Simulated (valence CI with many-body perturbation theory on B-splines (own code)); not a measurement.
Level structure of Bi⁶¹⁺

Computed by relativistic CI+MBPT: four valence electrons over a frozen Dirac-Fock core [Ar], a basis of 9 s, 9 p, 10 d, 8 f, 5 g, 3 h, 1 i functions for each j, with the one-electron correlation potential Σ1, the two-electron term Σ2, the three-electron term Σ3, Breit, model QED; selected CI, second order for the rest (own B-spline code, finite nucleus).

The last digits are not significant, and no measured levels were compared; by estimate large intervals hold to a few tenths of a per cent, small ones and those within an open d or f shell to about a per cent. The list stops below the first excitations out of the core. Only levels of the ground parity were solved; by the run's estimate the other parity begins above the list, which can be wrong where configurations are misplaced.

Levels 1 to 16 of 16, with energies above the lowest level, (3d3/2^4) J=0. "Leading %" is the weight of the configuration and term that name the level; weights of strongly mixed levels are sums over their largest components and can fall short. In the jj column 3d3/2^4 stands for four electrons in 3d with j = 3/2.

```tsv
No.	Configuration	Term	J	E (eV)	Leading %	Second component	g	Leading jj
1	3d4	3P	0	0.00	61	23 % 3d4 5D		3d3/2^4 (100 %)
2	3d4	5D	1	115.31	54	46 % 3d4 3P	1.487	3d3/2^3 3d5/2 (100 %)
3	3d4	3F	4	128.43	28	26 % 3d4 1G	1.048	3d3/2^3 3d5/2 (100 %)
4	3d4	5D	2	133.50	26	20 % 3d4 1D	1.170	3d3/2^3 3d5/2 (98 %)
5	3d4	3F	3	137.07	32	20 % 3d4 3G	1.091	3d3/2^3 3d5/2 (98 %)
6	3d4	5D	2	240.23	59	14 % 3d4 3P	1.317	3d3/2^2 3d5/2^2 (98 %)
7	3d4	5D	0	240.59	68	24 % 3d4 1S		3d3/2^2 3d5/2^2 (99 %)
8	3d4	3H	4	243.44	40	32 % 3d4 5D	1.128	3d3/2^2 3d5/2^2 (99 %)
9	3d4	5D	3	246.10	48	27 % 3d4 3G	1.185	3d3/2^2 3d5/2^2 (98 %)
10	3d4	3H	5	249.38	66	34 % 3d4 3G	1.075	3d3/2^2 3d5/2^2 (100 %)
11	3d4	1I	6	252.29	56	44 % 3d4 3H	1.059	3d3/2^2 3d5/2^2 (100 %)
12	3d4	3D	1	256.88	45	38 % 3d4 3P	1.031	3d3/2^2 3d5/2^2 (99 %)
13	3d4	3F	3	259.18	45	23 % 3d4 3G	1.040	3d3/2^2 3d5/2^2 (99 %)
14	3d4	3G	4	259.94	52	41 % 3d4 1G	1.024	3d3/2^2 3d5/2^2 (99 %)
15	3d4	3F	2	262.59	34	29 % 3d4 3P	1.064	3d3/2^2 3d5/2^2 (99 %)
16	3d4	3F	2	277.52	54	27 % 3d4 3P	0.951	3d3/2^2 3d5/2^2 (99 %)
```

The ionisation energy to 3d3 2D_3/2 of the next ion comes out as 6648.2 eV (NIST: 6648 ± 12 eV (theoretical)). All 16 levels together are meant to be complete up to 281.53 eV.
